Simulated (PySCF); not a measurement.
**SMILES FC(F)(F)C1=CC=CB1, C₅H₄BF₃**

Molfile (atoms numbered from 1):
```
C5H4BF3
     RDKit          3D

 13 13  0  0  0  0  0  0  0  0999 V2000
    2.4460   -1.2336    0.4670 F   0  0  0  0  0  0  0  0  0  0  0  0
    1.9578   -0.0248    0.1348 C   0  0  0  0  0  0  0  0  0  0  0  0
    2.5632    0.3178   -1.0208 F   0  0  0  0  0  0  0  0  0  0  0  0
    2.4259    0.8349    1.0628 F   0  0  0  0  0  0  0  0  0  0  0  0
    0.4758    0.0135    0.0280 C   0  0  0  0  0  0  0  0  0  0  0  0
   -0.3184   -1.0466    0.2309 C   0  0  0  0  0  0  0  0  0  0  0  0
   -1.7440   -0.6781    0.0523 C   0  0  0  0  0  0  0  0  0  0  0  0
   -1.8799    0.6138   -0.2673 C   0  0  0  0  0  0  0  0  0  0  0  0
   -0.4432    1.2498   -0.3395 B   0  0  0  0  0  0  0  0  0  0  0  0
   -0.0063   -2.0457    0.4906 H   0  0  0  0  0  0  0  0  0  0  0  0
   -2.5287   -1.4054    0.1813 H   0  0  0  0  0  0  0  0  0  0  0  0
   -2.8392    1.0733   -0.4356 H   0  0  0  0  0  0  0  0  0  0  0  0
   -0.1134    2.3318   -0.6022 H   0  0  0  0  0  0  0  0  0  0  0  0
  1  2  1  0
  2  3  1  0
  2  4  1  0
  2  5  1  0
  5  6  2  0
  6  7  1  0
  7  8  2  0
  8  9  1  0
  9  5  1  0
  6 10  1  0
  7 11  1  0
  8 12  1  0
  9 13  1  0
M  END
```

Computed with PySCF, quadratic response wB97X-D/def2-SVPD first hyperpolarisability, Taylor convention, gas phase. Geometry: GFN2-xTB.

(1) What is the first hyperpolarisability, and how does it disperse?

Results:

(1) In au, Taylor convention; the vector part is βᵢ = ⅓ Σⱼ (βᵢⱼⱼ + βⱼᵢⱼ + βⱼⱼᵢ); β∥ is 3/5 of the vector part along the dipole, the dipole points from − to +:
| process | λ (nm) | β vector norm | β∥ | β HRS | depolarisation ratio |
| --- | --- | --- | --- | --- | --- |
| static β(0;0,0) | ∞ | 90.4 | -39.6 | 37.2 | 5.10 |
| Pockels β(−ω;ω,0) | 1064 | 90.4 | -40.6 | – | – |

Second harmonics within 0.3 eV of the first excitation or beyond it are left out.

Question: Which lowest excitations, dipole and polarisabilities go with it?

Answer: S1 2.54 eV (f = 0.008); S2 4.58 eV (f = 0.000); S3 4.94 eV (f = 0.001); dipole 3.47 D; isotropic α 68.3 au static, 69.1 au at 1064 nm.
